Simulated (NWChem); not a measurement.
System: MgHSF; SMILES [SH][Mg][F]

Parts of the log:

```
             Northwest Computational Chemistry Package (NWChem) 7.3.0
             --------------------------------------------------------

 CS  symmetry detected

                             Geometry "geometry" -> ""
                             -------------------------

 Output coordinates in angstroms (scale by  1.889725989 to convert to a.u.)

  No.       Tag          Charge          X              Y              Z
 ---- ---------------- ---------- -------------- -------------- --------------
    1 Mg                  12.0000     0.66704940    -0.64524449     0.00000000
    2 F                    9.0000    -0.49865070    -1.90859788     0.00000000
    3 S                   16.0000    -0.13498684     1.49671447     0.00000000
    4 H                    1.0000    -1.35694713     0.97288331     0.00000000

 Effective nuclear repulsion energy (a.u.)     110.3228637949

      Symmetry information
      --------------------

 Group name             Cs
 Group number              2
 Group order               2
 No. of unique centers     4

                                Z-matrix (autoz)
                                --------

 Units are Angstrom for bonds and degrees for angles

      Type          Name      I     J     K     L     M      Value
      ----------- --------  ----- ----- ----- ----- ----- ----------
    1 Stretch                  1     2                       1.71899
    2 Stretch                  1     3                       2.28719
    3 Stretch                  3     4                       1.32951
    4 Bend                     1     3     4                87.32404
    5 Bend                     2     1     3               116.77424
    6 Torsion                  2     1     3     4           0.00000

                           NWChem Geometry Optimization
                           ----------------------------

 maximum gradient threshold         (gmax) =   0.000450
 rms gradient threshold             (grms) =   0.000300
 maximum cartesian step threshold   (xmax) =   0.001800
 rms cartesian step threshold       (xrms) =   0.001200
 fixed trust radius                (trust) =   0.300000
 source of zmatrix                         =   autoz

          -------------------
          Energy Minimization
          -------------------

 Using diagonal initial Hessian
 Scaling for Hessian diagonals: bonds = 1.00  angles = 0.25  torsions = 0.10

          --------
          Step   0

                                 NWChem DFT Module
                                 -----------------

 Summary of "ao basis" -> "ao basis" (spherical)
 ------------------------------------------------------------------------------
       Tag                 Description            Shells   Functions and Types
 ---------------- ------------------------------  ------  ---------------------
 Mg                          6-31g*                  8       18   4s3p1d
 F                           6-31g*                  6       14   3s2p1d
 S                           6-31g*                  8       18   4s3p1d
 H                           6-31g*                  2        2   2s

      Symmetry analysis of basis
      --------------------------

        a'         38
        a"         14

            General Information
            -------------------
          SCF calculation type: DFT
          Wavefunction type:  closed shell.
          No. of atoms     :     4
          No. of electrons :    38
           Alpha electrons :    19
            Beta electrons :    19
          Charge           :     0
          Spin multiplicity:     1
          Use of symmetry is: on ; symmetry adaption is: on
          Maximum number of iterations: 150
          AO basis - number of functions:    52
                     number of shells:    24
          Convergence on energy requested:  1.00D-06
          Convergence on density requested:  1.00D-05
          Convergence on gradient requested:  5.00D-04

              XC Information
              --------------
                         B3LYP Method XC Potential
                     Hartree-Fock (Exact) Exchange  0.200
                        Slater Exchange Functional  0.800 local
                    Becke 1988 Exchange Functional  0.720 non-local
              Lee-Yang-Parr Correlation Functional  0.810
                  VWN I RPA Correlation Functional  0.190 local

             Grid Information
             ----------------
          Grid used for XC integration:  medium
          Radial quadrature: Mura-Knowles
          Angular quadrature: Lebedev.
          Tag              B.-S. Rad. Rad. Pts. Rad. Cut. Ang. Pts.
          ---              ---------- --------- --------- ---------
          Mg                  1.50       88           9.0       590
          F                   0.50       49          10.0       434
          S                   1.00       88          10.0       590
          H                   0.35       45          10.0       434
          Grid pruning is: on
          Number of quadrature shells:   270
          Spatial weights used:  Erf1

      Superposition of Atomic Density Guess
      -------------------------------------

 Sum of atomic energies:        -696.92146481

      Non-variational initial energy
      ------------------------------

 Total energy =    -697.089801
 1-e energy   =   -1188.165709
 2-e energy   =     380.753044
 HOMO         =      -0.330242
 LUMO         =      -0.098815

      Symmetry analysis of molecular orbitals - initial
      -------------------------------------------------

  Numbering of irreducible representations:

     1 a'          2 a"

  Orbital symmetries:

     1 a'          2 a'          3 a'          4 a'          5 a'
     6 a'          7 a"          8 a'          9 a'         10 a'
    11 a"         12 a'         13 a'         14 a'         15 a'
    16 a"         17 a'         18 a'         19 a"         20 a'
    21 a"         22 a'         23 a'         24 a'         25 a'
    26 a"         27 a'         28 a'         29 a'

   convergence    iter        energy       DeltaE   RMS-Dens  Diis-err
 ---------------- ----- ----------------- --------- --------- ---------
 d= 0,ls=0.0,diis     1   -698.7074868284 -8.09D+02  2.97D-02  7.23D-01
 d= 0,ls=0.0,diis     2   -698.3957262707  3.12D-01  1.88D-02  4.30D+00
 d= 0,ls=0.0,diis     3   -698.7925909540 -3.97D-01  4.39D-03  2.00D-02
 d= 0,ls=0.0,diis     4   -698.7944155716 -1.82D-03  2.04D-03  8.08D-03
 d= 0,ls=0.0,diis     5   -698.7958682638 -1.45D-03  3.27D-04  2.55D-04
  Resetting Diis
 d= 0,ls=0.0,diis     6   -698.7959137047 -4.54D-05  4.01D-05  9.00D-06
 d= 0,ls=0.0,diis     7   -698.7959148670 -1.16D-06  1.43D-05  1.48D-07
 d= 0,ls=0.0,diis     8   -698.7959148707 -3.74D-09  5.90D-06  2.25D-07

         Total DFT energy =     -698.795914870750
      One electron energy =    -1191.166304890246
           Coulomb energy =      435.251660242974
    Exchange-Corr. energy =      -53.204134018406
 Nuclear repulsion energy =      110.322863794927

 Numeric. integr. density =       38.000001678093

                  Occupations of the irreducible representations
                  ----------------------------------------------

                     irrep           alpha         beta
                     --------     --------     --------
                     a'               15.0         15.0
                     a"                4.0          4.0

                       DFT Final Molecular Orbital Analysis
                       ------------------------------------

 Vector   17  Occ=2.000000D+00  E=-3.367452D-01  Symmetry=a"
              MO Center= -4.5D-01, -1.9D+00,  1.0D-15, r^2= 6.4D-01
   Bfn.  Coefficient  Atom+Function         Bfn.  Coefficient  Atom+Function
  ----- ------------  ---------------      ----- ------------  ---------------
    23      0.630815  2 F  pz                27      0.445307  2 F  pz
     9      0.116547  1 Mg pz                15     -0.057535  1 Mg d -1
    13      0.054620  1 Mg pz                 5     -0.052707  1 Mg pz
    17      0.051802  1 Mg d  1              41      0.030067  3 S  pz

 Vector   18  Occ=2.000000D+00  E=-2.791963D-01  Symmetry=a'
              MO Center= -5.8D-02,  1.1D+00, -9.7D-16, r^2= 2.5D+00
   Bfn.  Coefficient  Atom+Function         Bfn.  Coefficient  Atom+Function
  ----- ------------  ---------------      ----- ------------  ---------------
    40      0.581368  3 S  py                44      0.258726  3 S  py
     6     -0.233235  1 Mg s                 36     -0.226628  3 S  py
     8     -0.197815  1 Mg py                42      0.194072  3 S  s
    22      0.175513  2 F  py                38      0.138688  3 S  s
    39     -0.128695  3 S  px                26      0.127192  2 F  py

[...]

      ----------------------
      Optimization converged
      ----------------------

  Step       Energy      Delta E   Gmax     Grms     Xrms     Xmax
  ---- ---------------- -------- -------- -------- -------- --------
@   10    -698.81726772 -5.2D-08  0.00002  0.00001  0.00058  0.00144
                                     ok       ok       ok       ok

                                Z-matrix (autoz)
                                --------

 Units are Angstrom for bonds and degrees for angles

      Type          Name      I     J     K     L     M      Value     Gradient
      ----------- --------  ----- ----- ----- ----- ----- ---------- ----------
    1 Stretch                  1     2                       1.73828    0.00001
    2 Stretch                  1     3                       2.29968    0.00002
    3 Stretch                  3     4                       1.35469    0.00002
    4 Bend                     1     3     4                93.10239   -0.00000
    5 Bend                     2     1     3               179.52610    0.00001
    6 Torsion                  2     1     3     4         180.00000    0.00000

                         Geometry "geometry" -> "geometry"
                         ---------------------------------

 Output coordinates in angstroms (scale by  1.889725989 to convert to a.u.)

  No.       Tag          Charge          X              Y              Z
 ---- ---------------- ---------- -------------- -------------- --------------
    1 Mg                  12.0000     0.01437093    -0.74971347     0.00000000
    2 F                    9.0000     0.05412216    -2.48753424     0.00000000
    3 S                   16.0000    -0.01920088     1.54972105     0.00000000
    4 H                    1.0000    -1.37282747     1.60328206     0.00000000

 Effective nuclear repulsion energy (a.u.)     105.6046000524

      Symmetry information
      --------------------

 Group name             Cs
 Group number              2
 Group order               2
 No. of unique centers     4

                Final and change from initial internal coordinates
                --------------------------------------------------

                                Z-matrix (autoz)
                                --------

 Units are Angstrom for bonds and degrees for angles

      Type          Name      I     J     K     L     M      Value       Change
      ----------- --------  ----- ----- ----- ----- ----- ---------- ----------
    1 Stretch                  1     2                       1.73828    0.01929
    2 Stretch                  1     3                       2.29968    0.01249
    3 Stretch                  3     4                       1.35469    0.02518
    4 Bend                     1     3     4                93.10239    5.77835
    5 Bend                     2     1     3               179.52610   62.75186
    6 Torsion                  2     1     3     4         180.00000  180.00000

 ==============================================================================
                                internuclear distances
 ------------------------------------------------------------------------------
       center one      |      center two      | atomic units |  angstroms
 ------------------------------------------------------------------------------
    2 F                |   1 Mg               |     3.28486  |     1.73828
    3 S                |   1 Mg               |     4.34576  |     2.29968
    4 H                |   3 S                |     2.55999  |     1.35469
 ------------------------------------------------------------------------------
                         number of included internuclear distances:          3
 ==============================================================================

[second-derivative integrals and response iterations left out]

  Vibrational analysis via the FX method

  See chapter 2 in "Molecular Vibrations" by Wilson, Decius and Cross

  Vib: Default input used

 ---------------------------- Atom information ----------------------------
     atom    #        X              Y              Z            mass
 --------------------------------------------------------------------------
    Mg       1  2.7157127D-02 -1.4167530D+00  0.0000000D+00  2.3985040D+01
    F        2  1.0227605D-01 -4.7007581D+00  0.0000000D+00  1.8998400D+01
    S        3 -3.6284410D-02  2.9285481D+00  0.0000000D+00  3.1972070D+01
    H        4 -2.5942678D+00  3.0297638D+00  0.0000000D+00  1.0078250D+00
 --------------------------------------------------------------------------

[unprojected Hessian and modes left out]

[...]

 Rotational Constants
 --------------------
 A=   9.439076 cm-1  ( 13.580421 K)
 B=   0.081052 cm-1  (  0.116613 K)
 C=   0.080362 cm-1  (  0.115620 K)

 Temperature                      =   298.15K
 frequency scaling parameter      =   1.0000

 Zero-Point correction to Energy  =    6.611 kcal/mol  (  0.010535 au)
 Thermal correction to Energy     =    9.629 kcal/mol  (  0.015345 au)
 Thermal correction to Enthalpy   =   10.221 kcal/mol  (  0.016288 au)

 Total Entropy                    =   69.496 cal/mol-K
   - Translational                =   38.881 cal/mol-K (mol. weight =  75.9633)
   - Rotational                   =   22.778 cal/mol-K (symmetry #  =        1)
   - Vibrational                  =    7.837 cal/mol-K

 Cv (constant volume heat capacity) =   13.126 cal/mol-K
   - Translational                  =    2.979 cal/mol-K
   - Rotational                     =    2.979 cal/mol-K
   - Vibrational                    =    7.167 cal/mol-K

[normal modes left out]

 ----------------------------------------------------------------------------
 Normal Eigenvalue ||           Projected Infra Red Intensities
  Mode   [cm**-1]  || [atomic units] [(debye/angs)**2] [(KM/mol)] [arbitrary]
 ------ ---------- || -------------- ----------------- ---------- -----------
    1       -0.000 ||    0.000000           0.000         0.000       0.000
    2       -0.000 ||    0.000064           0.001         0.062       0.027
    3       -0.000 ||    0.000381           0.009         0.371       0.163
    4       -0.000 ||    0.000001           0.000         0.001       0.000
    5        0.000 ||    0.014746           0.340        14.375       6.321
    6        0.000 ||    0.000070           0.002         0.068       0.030
    7      121.153 ||    0.069242           1.597        67.501      29.680
    8      131.742 ||    0.068327           1.576        66.609      29.288
    9      365.149 ||    0.005627           0.130         5.486       2.412
   10      555.195 ||    0.004459           0.103         4.347       1.911
   11      803.936 ||    0.102656           2.368       100.075      44.003
   12     2649.396 ||    0.014377           0.332        14.015       6.163
 ----------------------------------------------------------------------------
```

Level: B3LYP/6-31G* (spherical d). B3LYP is NWChem's, with the RPA form of VWN correlation.

### Question
Which NWChem input produces such a log?

### Answer
One answer among several that fit: the input that was run:
```
start job
memory heap 200 mb stack 900 mb global 1100 mb
geometry units angstroms
  Mg     0.187881     0.815516    -0.306959
  F     -0.690382     0.481425    -1.746388
  S      0.280927    -0.853535     1.254086
  H     -0.454610    -1.586234     0.423590
end
basis spherical
  * library 6-31g*
end
dft
  xc b3lyp
  iterations 150
end
driver
  maxiter 120
end
task dft optimize
task dft freq
```
